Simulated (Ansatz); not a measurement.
`[Cl][GeH2][SiH2]Br` → `[Cl][GeH]` + `[SiH3]Br` at 400 K and 1 bar (germylene formation by 1,1-elimination).

Gas-phase electronic energies from Ansatz, PBE0-D4/def2-TZVP geometries. CCSD(T)/CBS adds triple-zeta CCSD(T) − MP2 to the extrapolated MP2 energy (def2 sets, frozen cores). For Br, Ge outer-core shells are correlated without core-valence functions, which leaves a few kJ/mol of doubt a bond. Scalar relativity is left out up to krypton. Each species was taken in one conformer, which may not be the lowest.

```
             species  CCSD(T)/CBS energy (Eh)  H − E (kJ/mol)  S (J/(mol·K))
`[Cl][GeH2][SiH2]Br`              -5400.77665           127.0          415.8
         `[Cl][GeH]`              -2536.49422            33.6          277.3
          `[SiH3]Br`              -2864.23411            85.1          279.6
```

H − E and S are ideal-gas, rigid-rotor, harmonic terms from PBE0-D4/def2-TZVP, for one conformer and one mirror image of each species. 1 Eh = 2625.50 kJ/mol, R = 8.31446 J/(mol·K).

Q: By hand: ΔE, ΔH, ΔS and ΔG.

A: ΔE = (-2536.49422) + (-2864.23411) − (-5400.77665) = 0.04832 Eh = 126.9 kJ/mol. Δ(H − E) = 33.6 + 85.1 − 127.0 = -8.3, so ΔH = 118.6 kJ/mol. ΔS = 277.3 + 279.6 − 415.8 = 141.1 J/(mol·K). ΔG = 118.6 − 400 × (141.1)/1000 = 62.2 kJ/mol.

Q: By hand: the equilibrium constant, and the temperature at which ΔG would vanish if ΔH and ΔS stayed fixed.

A: log₁₀ K = −ΔG/(RT ln 10) = -8.1. ΔG = 0 at ΔH/ΔS = 841 K.

The number of gas molecules changes by +1, which sets the sign of ΔS. A doubt of 5 kJ/mol in ΔE shifts log₁₀ K by 0.7 here. Other conformers and mirror images would add mixing entropy, several J/(mol·K) or more a flexible species. Modes under 60 cm⁻¹, often nearly free rotors, make the harmonic entropy too high. These are equilibria of isolated gas molecules and say nothing of rates. Largest T1 diagnostic: 0.013 (customary marks: 0.02 for closed shells, 0.045 for open ones).
